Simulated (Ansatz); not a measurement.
Computed with Ansatz on PBE0-D4/def2-TZVP structures; ΔE is electronic, products minus reactants. CBS: MP2 limit from def2 TZ/QZ plus the TZ coupled-cluster correction, frozen cores. DFT in def2-TZVPP. For Ge outer-core shells are correlated without core-valence functions, which leaves a few kJ/mol of doubt a bond. Scalar relativity is left out up to krypton. One conformer a species, not always the lowest.

Reaction (formal exchange of groups at the Si–C bond): `C[SiH2]C1N=CO1` + `[OH][GeH3]` → `C[SiH2][GeH2][OH]` + `C1=NCO1`

```tsv
species	PBE0-D4 energy (Eh)
`C[SiH2]C1N=CO1`	-537.65634
`[OH][GeH3]`	-2154.32997
`C[SiH2][GeH2][OH]`	-2484.21556
`C1=NCO1`	-207.78009
```

Task: Work out ΔE.

Result: ΔE = (-2484.21556) + (-207.78009) − (-537.65634) − (-2154.32997) = -0.00934 Eh = -24.5 kJ/mol. CCSD(T)/CBS gives -16.9 kJ/mol.

Largest T1 diagnostic among the species: 0.015.

Leaving LDA and LC-ωPBE aside and taking each functional with its dispersion term where it has one, the values, not all of them listed here, spread over 11.1 kJ/mol, from PBE-D4 to ωB97M-V. LDA lies +7.4 kJ/mol from PBE without D4. From BLYP to BHLYP (50 % exact exchange), in def2-TZVPP and without D4, ΔE moves by +3.7 kJ/mol. At CCSD(T), def2-SVP lies +7.3 kJ/mol from the extrapolated value and def2-TZVPP +0.2 kJ/mol.
